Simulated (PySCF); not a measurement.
C2H6N (SMILES C[N]C), doublet, geometry from GFN2-xTB; M062X/def2-SV(P) run with PySCF.

The PySCF input:
```python
from pyscf import gto, scf, dft

mol = gto.M(
    atom='''
C     0.129368   -0.113651    1.201764
N    -0.399531    0.389421    0.004322
C     0.104668   -0.112290   -1.204294
H     0.935350   -0.853044    1.078917
H     0.493784    0.726335    1.806294
H    -0.684847   -0.561087    1.786736
H     0.912994   -0.851812   -1.098855
H     0.456607    0.728383   -1.815228
H    -0.721389   -0.559075   -1.772934
''',
    basis='def2-sv(p)',
    charge=0,
    spin=1,
    verbose=4,
)

mf = dft.UKS(mol)
mf.xc = 'm062x'
mf.level_shift = 0.1
mf.max_cycle = 100
mf.kernel()
```

What does PySCF print? Leave out banner, timings and long lists.


```
PySCF version 2.14.0

[INPUT] verbose = 4
[INPUT] num. atoms = 9
[INPUT] num. electrons = 25
[INPUT] charge = 0
[INPUT] spin (= nelec alpha-beta = 2S) = 1
[INPUT] symmetry False subgroup None
[INPUT] Mole.unit = angstrom
[INPUT] Symbol           X                Y                Z      unit          X                Y                Z       unit  Magmom
[INPUT]  1 C      0.129368000000  -0.113651000000   1.201764000000 AA    0.244470089283  -0.214769263783   2.271004826362 Bohr   0.0
[INPUT]  2 N     -0.399531000000   0.389421000000   0.004322000000 AA   -0.755004168274   0.735899037154   0.008167396310 Bohr   0.0
[INPUT]  3 C      0.104668000000  -0.112290000000  -1.204294000000 AA    0.197793854006  -0.212197346527  -2.275785833457 Bohr   0.0
[INPUT]  4 H      0.935350000000  -0.853044000000   1.078917000000 AA    1.767555330612  -1.612019532203   2.038857641137 Bohr   0.0
[INPUT]  5 H      0.493784000000   0.726335000000   1.806294000000 AA    0.933116524692   1.372574224686   3.413400960445 Bohr   0.0
[INPUT]  6 H     -0.684847000000  -0.561087000000   1.786736000000 AA   -1.294173267230  -1.060300762054   3.376441696901 Bohr   0.0
[INPUT]  7 H      0.912994000000  -0.851812000000  -1.098855000000 AA    1.725308613371  -1.609691389618  -2.076535000609 Bohr   0.0
[INPUT]  8 H      0.456607000000   0.728383000000  -1.815228000000 AA    0.862862176559   1.376444383789  -3.430283773642 Bohr   0.0
[INPUT]  9 H     -0.721389000000  -0.559075000000  -1.772934000000 AA   -1.363227639274  -1.056498633091  -3.350359696930 Bohr   0.0

nuclear repulsion = 77.4941302547889
number of shells = 30
number of NR pGTOs = 96
number of NR cGTOs = 54
basis = def2-sv(p)
ecp = {}

******** <class 'pyscf.dft.uks.UKS'> ********
method = UKS
initial guess = minao
damping factor = 0
level_shift factor = 0.1
DIIS = <class 'pyscf.scf.diis.CDIIS'>
diis_start_cycle = 1
diis_space = 8
diis_damp = 0
SCF conv_tol = 1e-09
SCF conv_tol_grad = None
SCF max_cycles = 100
direct_scf = True
direct_scf_tol = 1e-13
number electrons alpha = 13  beta = 12
XC library pyscf.dft.libxc version 7.1.2
    S. Lehtola, C. Steigemann, M. J. T. Oliveira, and M. A. L. Marques,  SoftwareX 7, 1–5 (2018)
XC functionals = m062x
    Y. Zhao and D. G. Truhlar,  Theor. Chem. Acc. 120, 215 (2008)
    Y. Zhao and D. G. Truhlar,  Theor. Chem. Acc. 120, 215 (2008)
radial grids:
    Treutler-Ahlrichs [JCP 102, 346 (1995); DOI:10.1063/1.469408] (M4) radial grids

becke partition: Becke, JCP 88, 2547 (1988); DOI:10.1063/1.454033
pruning grids: <function nwchem_prune>
grids dens level: 3
symmetrized grids: False
atomic radii adjust function: <function treutler_atomic_radii_adjust>
small_rho_cutoff = 0
Set gradient conv threshold to 3.16228e-05
tot grids = 100992
init E= -134.527359841385

cycle= 1 E= -134.282901920645  delta_E= 0.244  |g|= 0.168  |ddm|= 1.91
cycle= 2 E= -134.301037957126  delta_E= -0.0181  |g|= 0.0979  |ddm|= 0.252
cycle= 3 E= -134.305793765208  delta_E= -0.00476  |g|= 0.0267  |ddm|= 0.114
cycle= 4 E= -134.306577511123  delta_E= -0.000784  |g|= 0.00944  |ddm|= 0.035
cycle= 5 E= -134.306757685232  delta_E= -0.00018  |g|= 0.00285  |ddm|= 0.0221
cycle= 6 E= -134.306777164522  delta_E= -1.95e-05  |g|= 0.000791  |ddm|= 0.00764
cycle= 7 E= -134.306778558913  delta_E= -1.39e-06  |g|= 0.00025  |ddm|= 0.00234
cycle= 8 E= -134.306778676701  delta_E= -1.18e-07  |g|= 0.000102  |ddm|= 0.000651
cycle= 9 E= -134.306778692721  delta_E= -1.6e-08  |g|= 2.94e-05  |ddm|= 0.000261
cycle= 10 E= -134.306778694535  delta_E= -1.81e-09  |g|= 8.27e-06  |ddm|= 9.11e-05
cycle= 11 E= -134.306778694696  delta_E= -1.6e-10  |g|= 2.22e-06  |ddm|= 2.92e-05
Extra cycle  E= -134.306778694712  delta_E= -1.63e-11  |g|= 1.4e-06  |ddm|= 8.48e-06
converged SCF energy = -134.306778694712  <S^2> = 0.75383938  2S+1 = 2.0038357
```
